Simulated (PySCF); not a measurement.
## Br⁺ (bromine, charge +1) across methods

[Ar] 3d10 4s2 4p4, high-spin 3P determinant. Computed with PySCF 2.14 in aug-cc-pVTZ-DK (7s6p4d2f, 59 functions), with scalar relativity by spin-free X2C-1e. The B2PLYP total includes its PT2 part (frozen core); its orbital energies are those of the SCF part.

```json
{"method": "PBE0", "E (hartree)": "-2605.489", "mean ε 4s β (eV)": "-30.837", "mean ε 4p α (eV)": "-19.779", "mean ε 4p β (eV)": "-17.903", "Σ⟨r²⟩ (bohr²)": "31.32", "⟨S²⟩": "2.003"}
{"method": "UHF", "E (hartree)": "-2604.01879", "mean ε 4s β (eV)": "-34.487", "mean ε 4p α (eV)": "-23.545", "mean ε 4p β (eV)": "-21.088", "Σ⟨r²⟩ (bohr²)": "31.54", "⟨S²⟩": "2.009"}
{"method": "LDA", "E (hartree)": "-2602.034", "mean ε 4s β (eV)": "-29.573", "mean ε 4p α (eV)": "-18.291", "mean ε 4p β (eV)": "-16.603", "Σ⟨r²⟩ (bohr²)": "31.36", "⟨S²⟩": "2.001"}
{"method": "B2PLYP", "E (hartree)": "-2605.348", "mean ε 4s β (eV)": "-32.360", "mean ε 4p α (eV)": "-21.074", "mean ε 4p β (eV)": "-19.093", "Σ⟨r²⟩ (bohr²)": "31.45", "⟨S²⟩": "2.004"}
{"method": "wB97X", "E (hartree)": "-2605.846", "mean ε 4s β (eV)": "-33.704", "mean ε 4p α (eV)": "-22.149", "mean ε 4p β (eV)": "-20.361", "Σ⟨r²⟩ (bohr²)": "31.29", "⟨S²⟩": "2.002"}
{"method": "r2SCAN", "E (hartree)": "-2605.756", "mean ε 4s β (eV)": "-29.372", "mean ε 4p α (eV)": "-18.746", "mean ε 4p β (eV)": "-16.865", "Σ⟨r²⟩ (bohr²)": "31.23", "⟨S²⟩": "2.005"}
{"method": "PBE", "E (hartree)": "-2605.432", "mean ε 4s β (eV)": "-29.184", "mean ε 4p α (eV)": "-18.228", "mean ε 4p β (eV)": "-16.496", "Σ⟨r²⟩ (bohr²)": "31.39", "⟨S²⟩": "2.002"}
{"method": "BHandHLYP", "E (hartree)": "-2605.765", "mean ε 4s β (eV)": "-32.517", "mean ε 4p α (eV)": "-21.052", "mean ε 4p β (eV)": "-19.184", "Σ⟨r²⟩ (bohr²)": "31.40", "⟨S²⟩": "2.004"}
{"method": "M06", "E (hartree)": "-2605.796", "mean ε 4s β (eV)": "-30.996", "mean ε 4p α (eV)": "-19.611", "mean ε 4p β (eV)": "-17.735", "Σ⟨r²⟩ (bohr²)": "31.18", "⟨S²⟩": "2.002"}
```
